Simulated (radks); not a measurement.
Er47+, configuration [Ar] 3d3 (the NIST ground configuration). Calculated with a radial shooting solver on a logarithmic mesh with Libxc functionals: Dirac Kohn-Sham, PBE, spin-unpolarised, spherical densities, finite nucleus; open shells fill j = l - 1/2 first; Fermi nuclear charge, rms radius 5.2516 fm.

Normalised radial functions P(r) = r R(r) (large component), r in bohr:

```
   r/bohr * 3d3/2 (the largest magnitude, 2.41, reaches the edge; | marks zero)
0.0007354 *
 0.001046 *
 0.001499 *
 0.002131 *
 0.003055 *
 0.004343 *
 0.006176 *
 0.008852 *
  0.01259 |*
   0.0179 | *
  0.02565 |   *
  0.03648 |        *
  0.05228 |                *
  0.07434 |                              *
   0.1057 |                                             *
   0.1515 |                                                      *
   0.2154 |                                              *
   0.3063 |                        *
   0.4391 |      *
   0.6243 |*
   0.8948 *
    1.272 *
```

3d3/2: eigenvalue -3979.8 eV, 0 radial nodes, <r> = 0.184 bohr, 90 % of the charge inside 0.282 bohr.
